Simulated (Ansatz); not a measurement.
# A relaxation, step by step

SiH$_{5}$SBrO, closed shell, PBE0-D4/def2-TZVP (Ansatz 0.2.0). Settings:

```yaml
hamiltonian: {xc: pbe0, dispersion: d4}
relax: {f_tol: 0.005, max_steps: 200}
```

Start, a step off a saddle point along its unstable mode:

```
9
angstrom
Si -0.8003 -0.0617 -0.2118
Br 2.0064 0.4655 -1.1433
H -0.4495 -1.2025 -1.0980
H -2.1008 -0.3279 0.4481
O -0.9604 1.4781 -0.7457
H 1.5920 -0.3044 0.6075
S 0.5008 -0.2689 1.6038
H -0.1651 1.7821 -1.1703
H 0.3769 -1.5606 1.7098
```

```tsv
step	energy less the last (meV)	largest force component (eV/Å)
1	809.8	1.305
2	629.8	0.897
3	517.9	1.648
4	323.1	1.027
5	205.8	0.827
6	125.8	1.137
7	52.3	0.341
8	22.0	0.423
9	14.9	0.282
10 (rejected trial)	28.4	0.352
11	4.4	0.060
12	2.9	0.046
13	2.4	0.137
14	1.7	0.110
15	1.0	0.060
16	0.6	0.051
17	0.3	0.049
18	0.2	0.033
19	0.1	0.032
20	0.1	0.031
21	0.0	0.024
22	0.0	0.013
23	0.0	0.004
```

Step 7, positions (Å) and forces (eV/Å):

```csv
atom,x,y,z,Fx,Fy,Fz
Si1,-1.056,-0.144,-0.032,-0.340,-0.341,-0.246
Br2,2.419,0.751,-0.968,0.247,-0.039,-0.042
H3,-0.813,-1.304,-0.948,0.003,0.110,0.238
H4,-2.449,-0.155,0.477,0.108,0.066,-0.068
O5,-0.797,1.285,-0.763,0.100,0.103,0.009
H6,1.789,0.181,0.238,0.013,0.108,-0.083
S7,0.303,-0.344,1.639,0.062,-0.045,0.205
H8,0.106,1.391,-1.105,-0.181,0.098,0.001
H9,0.498,-1.660,1.462,-0.013,-0.059,-0.014
```

Step 18, positions (Å) and forces (eV/Å):

```json
{"atom": "Si1", "x": "-1.158", "y": "-0.178", "z": "-0.004", "Fx": "-0.003", "Fy": "0.006", "Fz": "-0.002"}
{"atom": "Br2", "x": "2.683", "y": "0.945", "z": "-0.787", "Fx": "-0.004", "Fy": "-0.003", "Fz": "0.003"}
{"atom": "H3", "x": "-1.139", "y": "-1.442", "z": "-0.782", "Fx": "-0.004", "Fy": "0.019", "Fz": "0.007"}
{"atom": "H4", "x": "-2.488", "y": "0.092", "z": "0.577", "Fx": "0.011", "Fy": "-0.004", "Fz": "-0.007"}
{"atom": "O5", "x": "-0.783", "y": "1.145", "z": "-0.879", "Fx": "0.022", "Fy": "-0.028", "Fz": "0.000"}
{"atom": "H6", "x": "1.894", "y": "0.408", "z": "0.312", "Fx": "0.002", "Fy": "0.004", "Fz": "-0.003"}
{"atom": "S7", "x": "0.261", "y": "-0.486", "z": "1.608", "Fx": "0.006", "Fy": "-0.033", "Fz": "-0.016"}
{"atom": "H8", "x": "0.113", "y": "1.226", "z": "-1.228", "Fx": "-0.022", "Fy": "0.007", "Fz": "0.006"}
{"atom": "H9", "x": "0.618", "y": "-1.710", "z": "1.182", "Fx": "-0.008", "Fy": "0.032", "Fz": "0.012"}
```

Step 19, positions (Å) and forces (eV/Å):

```csv
atom,x,y,z,Fx,Fy,Fz
Si1,-1.161,-0.179,-0.003,-0.003,0.011,-0.008
Br2,2.684,0.954,-0.779,-0.004,-0.003,0.005
H3,-1.153,-1.445,-0.777,-0.003,0.011,0.003
H4,-2.487,0.103,0.582,0.010,-0.003,-0.004
O5,-0.780,1.138,-0.886,0.013,-0.032,0.011
H6,1.893,0.416,0.318,0.004,0.004,-0.005
S7,0.261,-0.493,1.605,0.001,-0.012,-0.007
H8,0.117,1.216,-1.231,-0.013,0.009,-0.001
H9,0.625,-1.710,1.170,-0.005,0.014,0.004
```

Last step (23):

```tsv
atom	x (Å)	y (Å)	z (Å)
Si1	-1.1639	-0.1804	-0.0018
Br2	2.6883	0.9660	-0.7657
H3	-1.1754	-1.4497	-0.7696
H4	-2.4822	0.1180	0.5903
O5	-0.7758	1.1265	-0.8950
H6	1.8930	0.4285	0.3274
S7	0.2598	-0.5019	1.6022
H8	0.1212	1.2030	-1.2400
H9	0.6351	-1.7100	1.1523
```

Hardware: 8 CPU threads of an AMD EPYC 9R45, shared host. Wall time about 18 s.
